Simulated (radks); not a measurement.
Question: These are the eigenvalues of the occupied orbitals of an atom or ion with whole-number occupations (eV). Method: scalar-relativistic Kohn-Sham, SCAN, spin-polarised, spherical densities, finite nucleus; meta-GGA in the generalised Kohn-Sham scheme; Fermi nuclear charge, rms radius of each element as measured or else 0.836 A^(1/3) + 0.57 fm; computed with a radial shooting solver on a logarithmic mesh with Libxc functionals.

1s down: -51979.76
1s up: -51979.76
2s up: -8683.680
2s down: -8683.544
2p up: -7717.854
2p down: -7717.757
3s up: -1980.197
3s down: -1976.597
3p up: -1680.260
3p down: -1676.549
3d up: -1289.267
3d down: -1286.253
4s up: -442.7122
4s down: -434.5721
4p up: -343.0881
4p down: -334.9690
4d up: -206.0498
4d down: -197.8221
5s up: -95.1944
5s down: -92.5785
5p up: -69.6517
5p down: -67.5908
4f up: -57.0972

Which element is it, and in what charge state? The configuration may be excited. Open shells, if any, are filled with parallel spins first.

Answer: Z = 65, terbium, charge +4: Tb4+ in [Xe] 4f7. The list shows which subshells hold electrons but not how many an open one holds; the 1s level, -1910.2 hartree, gives Z - s = 61.8 by -(Z - s)^2/2, which with screening and relativity narrows Z to a few neighbours, and the depths of the outer levels then fix element, charge and occupations together.
